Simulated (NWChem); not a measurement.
System: AlCl, singlet; SMILES [Al][Cl]

NWChem input:

```
start job
memory heap 200 mb stack 900 mb global 1100 mb
geometry units angstroms noautosym nocenter noautoz
  Al     0.000000     0.000000    -1.209222
  Cl     0.000000     0.000000     0.937703
end
basis spherical
  * library def2-tzvp
end
dft
  xc xcamb88 1.00 lyp 0.81 vwn_5 0.19 hfexch 1.00
  cam 0.33 cam_alpha 0.19 cam_beta 0.46
  iterations 150
end
tddft
  cis
  nroots 6
  notriplet
end
task tddft energy
```

Excerpt of the output:

```
             Northwest Computational Chemistry Package (NWChem) 7.3.0
             --------------------------------------------------------

                             Geometry "geometry" -> ""
                             -------------------------

 Output coordinates in angstroms (scale by  1.889725989 to convert to a.u.)

  No.       Tag          Charge          X              Y              Z
 ---- ---------------- ---------- -------------- -------------- --------------
    1 Al                  13.0000     0.00000000     0.00000000    -1.20922200
    2 Cl                  17.0000     0.00000000     0.00000000     0.93770300

 Effective nuclear repulsion energy (a.u.)      54.4724068279

                                 NWChem DFT Module
                                 -----------------

 Summary of "ao basis" -> "ao basis" (spherical)
 ------------------------------------------------------------------------------
       Tag                 Description            Shells   Functions and Types
 ---------------- ------------------------------  ------  ---------------------
 Al                        def2-tzvp                13       37   5s5p2d1f
 Cl                        def2-tzvp                13       37   5s5p2d1f

            General Information
            -------------------
          SCF calculation type: DFT
          Wavefunction type:  closed shell.
          No. of atoms     :     2
          No. of electrons :    30
           Alpha electrons :    15
            Beta electrons :    15
          Charge           :     0
          Spin multiplicity:     1
          Use of symmetry is: off; symmetry adaption is: off
          Maximum number of iterations: 150
          AO basis - number of functions:    74
                     number of shells:    26
          Convergence on energy requested:  1.00D-06
          Convergence on density requested:  1.00D-05
          Convergence on gradient requested:  5.00D-04

              XC Information
              --------------
                     Hartree-Fock (Exact) Exchange  1.000
                   CAM-Becke88 Exchange Functional  1.000
                      VWN V Correlation Functional  0.190 local
              Lee-Yang-Parr Correlation Functional  0.810

           Range-Separation Parameters
           ---------------------------
           Alpha           :  0.19
           Beta            :  0.46
           Gamma           :  0.33
           Short-Range HF  :     F

[...]

                                NWChem TDDFT Module
                                -------------------

            General Information
            -------------------
           No. of orbitals :     148
            Alpha orbitals :      74
             Beta orbitals :      74
        Alpha frozen cores :       0
         Beta frozen cores :       0
     Alpha frozen virtuals :       0
      Beta frozen virtuals :       0
         Spin multiplicity :       1
    Number of AO functions :      74
        Use of symmetry is : off
      Symmetry adaption is : off
         Schwarz screening :  0.10D-07

              XC Information
              --------------
              Hartree-Fock (Exact) Exchange   1.00
            CAM-Becke88 Exchange Functional   1.00
               VWN V Correlation Functional   0.19 local
       Lee-Yang-Parr Correlation Functional   0.81
           Alpha           :  0.19
           Beta            :  0.46
           Gamma           :  0.33

             TDDFT Information
             -----------------
          Calculation type : Tamm-Dancoff TDDFT
         Wavefunction type : Restricted singlets
          No. of electrons :      30
           Alpha electrons :      15
            Beta electrons :      15
              No. of roots :       6
          Max subspacesize :    5200
            Max iterations :     100
               Target root :       1
           Target symmetry : none
      Symmetry restriction : off
                 Algorithm : Optimal
        Davidson threshold :  0.10D-03

    6 smallest eigenvalue differences (eV)
--------------------------------------------------------
  No. Spin  Occ  Vir  Irrep   E(Occ)    E(Vir)   E(Diff)
--------------------------------------------------------
    1    1   15   16 a        -0.302    -0.023     7.571
    2    1   15   17 a        -0.302    -0.023     7.571
    3    1   15   18 a        -0.302     0.054     9.689
    4    1   14   16 a        -0.388    -0.023     9.916
    5    1   14   17 a        -0.388    -0.023     9.916
    6    1   13   16 a        -0.388    -0.023     9.916
--------------------------------------------------------

  Entering Davidson iterations
  Restricted singlet excited states

  Iter   NTrls   NConv    DeltaV     DeltaE      Time
  ----  ------  ------  ---------  ---------  ---------
    1      6       0     0.14E+00   0.10+100        7.1
    2     12       0     0.36E-01   0.23E-01        7.1
    3     18       0     0.19E-01   0.13E-02        7.0
    4     24       0     0.11E+00   0.35E-01        7.0
    5     30       1     0.11E-01   0.79E-02        7.0
    6     35       3     0.25E-02   0.11E-03        6.7
    7     38       4     0.51E-03   0.55E-05        6.0
    8     40       6     0.86E-04   0.57E-07        5.7
  ----  ------  ------  ---------  ---------  ---------
  Convergence criterion met

  Ground state a        -702.722081146693 a.u.

  ----------------------------------------------------------------------------
  Root   1 singlet a              0.181131677 a.u.                4.9288 eV
  ----------------------------------------------------------------------------
     Transition Moments    X -1.08207   Y  0.98892   Z -0.00000
     Dipole Oscillator Strength                    0.2594819403
     Electric Quadrupole                           0.0000009657
     Magnetic Dipole                               0.0000034973
     Total Oscillator Strength                     0.2594864033

[...]
```

Level: CAM-B3LYP/def2-TZVP, TDA. Low-valent species are run as closed-shell singlets; no triplet was tried in these runs. Geometry: optimised at PBE0/def2-SVP.
